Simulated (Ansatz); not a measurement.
Ideal-gas functions of CH₃F₂OSb, SMILES `C[O][Sb]([F])[F]` at 500 K and 1 bar, from an Ansatz frequency run at PBE0-D4/def2-TZVP.

Molar mass 190.79 g/mol, point group Cs (symmetry number 1), electronic degeneracy 1, moments of inertia 134.129, 216.99, 229.704 u Å². Harmonic wavenumbers (cm⁻¹, unscaled): 60, 85, 147, 213, 224, 309, 587, 614, 635, 1087, 1176, 1187, 1471, 1491, 1499, 3038, 3114, 3129.

Use S(trans) = R[1.5 ln M + 2.5 ln T − 1.1517]; rotational temperatures θ = 24.2544 K / I; S(rot) = R[ln(√π/σ · √(T³/θAθBθC)) + 1.5]; for each mode x = 1.438777 ν̃/T, S = R[x/(eˣ − 1) − ln(1 − e⁻ˣ)] and H = RT x/(eˣ − 1); 1 cm⁻¹ = 0.0119627 kJ/mol; R = 8.31446 J/(mol·K).

Question: By hand: the entropy, in J/(mol·K).

Answer: Translation 185.1. Rotation: θ = 0.1808, 0.1118, 0.1056 K, giving 120.3. Vibration, mode by mode: 22.93, 20.04, 15.53, 12.51, 12.11, 9.56, 4.88, 4.59, 4.37, 1.56, 1.27, 1.24, 0.64, 0.61, 0.60, 0.01, 0.01, 0.01, in all 112.5. Electronic 0.0. Sum 417.9 J/(mol·K).

Question: By hand: H − E and G − E in kJ/mol, counted from the electronic energy.

Answer: Zero-point energy ½ × 20066 × 0.0119627 = 120.0; thermal vibration 26.3; translation, rotation and pV give 4 RT = 16.6. H − E = 162.9 kJ/mol, and G − E = 162.9 − 500 × 417.9/1000 = -46.0 kJ/mol.

Vibration gives 27 % of the entropy, 58.5 J/(mol·K) of it from the modes under 150 cm⁻¹: soft modes count most, and the harmonic formula is weakest for them. The sum counts one conformer and one mirror image; others add a mixing term.
